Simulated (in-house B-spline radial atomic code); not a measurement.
Atomic self-consistent-field run: Al8+. Level of theory: non-relativistic r2SCAN0, spin-polarised, spherical fractional occupations, point nucleus; calculated with a radial B-spline atomic code at the basis-set limit.

Command:
```bash
python run_scf.py task.json out
```
Settings:
```
Z                13
configuration    [He] 2s2 2p1
hamiltonian      nr
method           r2scan0
spin_polarised   True
```

Output (hartree, bohr):
```
 radial grid: 37 intervals, B-splines of order 8, outer radius 4.5977 bohr

 iter        energy (Eh)    residual
    1        -203.681806    4.04e-02
    2        -203.683976    1.06e-03
    3        -203.683978    5.30e-04
    4        -203.683978    2.66e-04
    5        -203.683978    9.75e-06
    6        -203.683978    5.72e-07
    7        -203.683978    3.42e-08

 total energy                      -203.68398
 kinetic                             203.5454
 electron-nucleus                   -434.0850
 Hartree                              38.1828
 exact exchange                       -2.7090
 exchange-correlation                 -8.6182

 orbital      occ     eigenvalue          <r>       <r^2>       <1/r>       r_max
 1s up      1.000       -67.5863     0.119757   0.0192615     12.6255     0.07863
 1s down    1.000       -67.4593     0.119461   0.0191518      12.647     0.07856
 2s up      1.000       -12.6036     0.535107    0.335329     2.74757       0.454
 2s down    1.000       -12.3221     0.540163    0.341719     2.70975       0.457
 2p up      1.000       -11.2448     0.476714    0.275758     2.66129      0.3742

 Slater integrals (Eh)
   F0(2s up,2s up)               1.687833
   F0(2s up,2s down)             1.679925
   F0(2s up,2p up)               1.775227
   G1(2s up,2p up)               1.036026
   F0(2s down,2s down)           1.672136
   F0(2s down,2p up)             1.765860
   F0(2p up,2p up)               1.909619
   F2(2p up,2p up)               0.909450
```

Time taken, with all properties: 0.09 s on 1 thread of Arm Neoverse V2, on a shared host.

Caution: exact exchange at fractional occupations of open shells leaves self-interaction of up to several eV.
